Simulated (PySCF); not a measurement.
Compound: C₅H₃ClOS.
InChI=1S/C5H3ClOS/c1-2-5(7)4(6)3-8/h2H,1H2

Computed, not measured: TDDFT CAM-B3LYP/def2-SVPD, vertical, gas phase, core orbitals frozen in the response (PySCF). Geometry: GFN2-xTB, one conformer, isolated molecule. Torsions of this conformer, `[CH2:1]=[CH:2][C:3](=[O:4])[C:5]([Cl:6])=[C:7]=[S:8]`: C1–C2–C3–O4 1°, C2–C3–C5–Cl6 1°.

Each state is given a Gaussian of 0.4 eV full width at half maximum, with ε(max) = 2.175×10⁸ f / Δν̃ (Δν̃ the width in cm⁻¹). The cross-section is σ = 3.8235×10⁻²¹ ε cm², given in Mb (10⁻¹⁸ cm²). The width is an assumption, not a result. The curve ends short of the highest state used, and states not computed would add to its high-energy end.

```
E (eV)  σ (Mb)
  1.53    0.00
  1.65    0.00
  1.78    0.00
  1.90    0.00
  2.03    0.00
  2.15    0.00
  2.28    0.00
  2.40    0.00
  2.53    0.00
  2.65    0.00
  2.77    0.00
  2.90    0.00
  3.02    0.00
  3.15    0.00
  3.27    0.00
  3.40    0.00
  3.52    0.02
  3.65    0.22
  3.77    1.44
  3.90    6.82
  4.02   18.71
  4.14   35.78
  4.27   49.42
  4.39   45.80
  4.52   26.56
  4.64   10.03
  4.77    2.04
  4.89    0.30
  5.02    0.24
  5.14    1.79
```

(1) Where are the band maxima, and which computed states make them?

(2) On this curve, what absorbance would a 10⁻⁴ mol/L sample give at 280 nm over a 1 cm path?

(3) Does any computed singlet lie in the visible range?

(4) Coming from long wavelengths, where does ε first pass 100 L mol⁻¹ cm⁻¹?

## Answers

(1) 288 nm (4.31 eV), ε about 13000, made up of S3 (25%) and S4 (75%) (ε in L mol⁻¹ cm⁻¹; maxima over ε = 5, shares over 10%). At its high-energy end, 5.14 eV, the curve is still rising (ε about 470, from S7). The states used: S1 2.13 eV (f 0.0000); S2 3.72 eV (f 0.0000); S3 4.16 eV (f 0.071); S4 4.36 eV (f 0.153); S5 5.15 eV (f 0.0000); S6 5.48 eV (f 0.0003); S7 5.58 eV (f 0.191); S8 5.74 eV (f 0.220).

(2) 280 nm is 4.428 eV, where ε is about 11000 L mol⁻¹ cm⁻¹, so A = ε c l ≈ 1.1 (Beer–Lambert, with the gas-phase spectrum and the assumed width).

(3) S1 lies in the visible range (380 to 750 nm), at 582 nm, dark in the vertical dipole picture (f under 0.0005); light of that wavelength is yellow-green to yellow, and its complementary colour is violet to blue; a Tamm–Dancoff triplet lies at 685 nm, without intensity as long as spin–orbit coupling is left out.

(4) At about 336 nm (3.69 eV), 1.56 eV above S1.

On one thread, Arm Neoverse N1 (aarch64), shared host, this took 68 s wall and 0.90 GiB of memory at its peak.
